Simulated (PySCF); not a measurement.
## Calculated data, CH₅ClOSi, CH₆OSi, CH₄ClOSi, BClHO

Calculation on a computer-drawn molecule: the log of a Hartree-Fock and frozen-core CCSD(T) single point meant for a local Hartree-Fock minimum, with one planted fault or none, to be diagnosed. Offsets are logged minus clean, where the clean run is the same molecule without the fault. The reference is restricted for singlets and unrestricted otherwise, and also for a bond in bohr or an excited solution. Adding or removing an electron swaps singlet and doublet. The excited solution moves the top pair (singlet) or top alpha electron (doublet) to the lowest empty orbital. Highest occupied and lowest empty are orbital energies over both spins, largest force is the largest gradient component, triples share is (T) over the correlation energy, the T1 limit is 0.02 restricted and 0.045 unrestricted, electrons count all cores, a negative frequency is imaginary (commonest isotopes), and the dipole is about the centre of nuclear charge. Program: PySCF 2.14.0.

Common to all runs: meant basis cc-pV(D+d)Z; logged SCF converged yes; possible faults no fault, one electron removed, one electron added, multiplicity raised by two, geometry at a saddle point, SCF held on an excited solution, minimal basis STO-3G, one bond length entered in bohr, all coordinates scaled.

(1) CH₅ClOSi

Logged structure:
```xyz
9
CH5ClOSi
O      0.3994     2.3505     0.8356
C      1.3665     1.3426     0.6423
Si     1.4017     0.6873    -1.1276
Cl     2.0368     2.1603    -2.4380
H     -0.4663     1.9798     0.7508
H      1.2256     0.5062     1.3406
H      2.3343     1.7837     0.8866
H      2.3329    -0.4513    -1.2445
H      0.0415     0.2868    -1.5403
```

- meant charge: 0
- meant multiplicity: 1
- logged electrons: 51
- logged basis functions: 99
- logged spin squared: 0.7591
- logged highest occupied: 2.7597 eV
- logged lowest empty: 9.0512 eV
- logged largest force: 0.087528 hartree/bohr
- logged T1 diagnostic: 0.014292
- logged D1 diagnostic: 0.079422
- logged triples share: 0.024509
- logged CC converged: yes
- logged dipole magnitude: 2.655 debye
- logged SCF stable within its kind: yes
- logged energy HF: -864.00316 hartree
- logged energy CCSD(T): -864.65002 hartree
- planted fault: one electron added
- HF energy offset from clean run: 77.35 kcal/mol
- CCSD(T) energy offset from clean run: 65.79 kcal/mol

Drawn bonds:
```tsv
atom	other atom	order
1	2	1
2	3	1
3	4	1
1	5	1
2	6	1
2	7	1
3	8	1
3	9	1
```

Notes: highest electron not bound in this basis.

(2) CH₆OSi

Logged structure:
```xyz
9
CH6OSi
O      0.3594    -0.7230     2.9569
C      0.4908    -1.4320     1.7396
Si    -0.9886     0.3490    -1.0004
H     -0.5506    -0.7109     3.2136
H      0.0811    -2.4464     1.8209
H      1.5619    -1.5507     1.5647
H     -2.4178     0.6058    -0.6885
H     -0.3064     1.6468    -1.2028
H     -0.9031    -0.4526    -2.2461
```

* meant charge: 0
* meant multiplicity: 1
* logged electrons: 34
* logged basis functions: 81
* logged spin squared: 0.9442
* logged highest occupied: -9.1811 eV
* logged lowest empty: 1.4869 eV
* logged largest force: 0.057719 hartree/bohr
* logged T1 diagnostic: 0.021525
* logged D1 diagnostic: 0.099306
* logged triples share: 0.023145
* logged CC converged: yes
* logged dipole magnitude: 1.4445 debye
* logged SCF stable within its kind: yes
* logged energy HF: -405.0455 hartree
* logged energy CCSD(T): -405.51458 hartree
* planted fault: one bond length entered in bohr, row 2 of the drawn bonds
* HF energy offset from clean run: 61.37 kcal/mol
* CCSD(T) energy offset from clean run: 76.09 kcal/mol

Drawn bonds:
```tsv
atom	other atom	order
1	2	1
2	3	1
1	4	1
2	5	1
2	6	1
3	7	1
3	8	1
3	9	1
```

(3) CH₄ClOSi

Logged structure:
```xyz
8
CH4ClOSi
O     -2.0204     0.6956     0.3124
C     -0.8999     1.4295     0.7507
Si     0.4398     1.5937    -0.5853
Cl     1.2316    -0.2671    -1.0527
H     -2.4672     1.1747    -0.3696
H     -1.1834     2.4279     1.1082
H     -0.4898     0.8963     1.6089
H     -0.1505     2.1476    -1.8272
```

* meant charge: 0
* meant multiplicity: 2
* logged electrons: 50
* logged basis functions: 94
* logged spin squared: 0
* logged highest occupied: -0.73093 eV
* logged lowest empty: 9.1984 eV
* logged largest force: 0.075327 hartree/bohr
* logged T1 diagnostic: 0.010249
* logged D1 diagnostic: 0.031444
* logged triples share: 0.024569
* logged CC converged: yes
* logged dipole magnitude: 3.4466 debye
* logged SCF stable within its kind: yes
* logged energy HF: -863.49424 hartree
* logged energy CCSD(T): -864.12443 hartree
* planted fault: one electron added
* HF energy offset from clean run: 6.348 kcal/mol
* CCSD(T) energy offset from clean run: -10.2 kcal/mol

Drawn bonds:
```tsv
atom	other atom	order
1	2	1
2	3	1
3	4	1
1	5	1
2	6	1
2	7	1
3	8	1
```

(4) BClHO

Logged structure:
```xyz
4
BClHO
O     -1.6282    -1.9668     0.4830
B     -2.4391    -1.0308     0.4014
Cl    -3.4454     0.2327     0.2135
H     -1.5232    -2.7352     1.0434
```

* meant charge: 1
* meant multiplicity: 1
* logged electrons: 30
* logged basis functions: 56
* logged spin squared: 0
* logged highest occupied: -10.248 eV
* logged lowest empty: -14.115 eV
* logged largest force: 0.1527 hartree/bohr
* logged CC converged: no
* logged dipole magnitude: 1.1302 debye
* logged SCF stable within its kind: no
* logged energy HF: -558.64303 hartree
* planted fault: SCF held on an excited solution
* HF energy offset from clean run: 491.7 kcal/mol

Drawn bonds:
```tsv
atom	other atom	order
1	2	1
2	3	1
1	4	1
```

Notes: CCSD not converged.
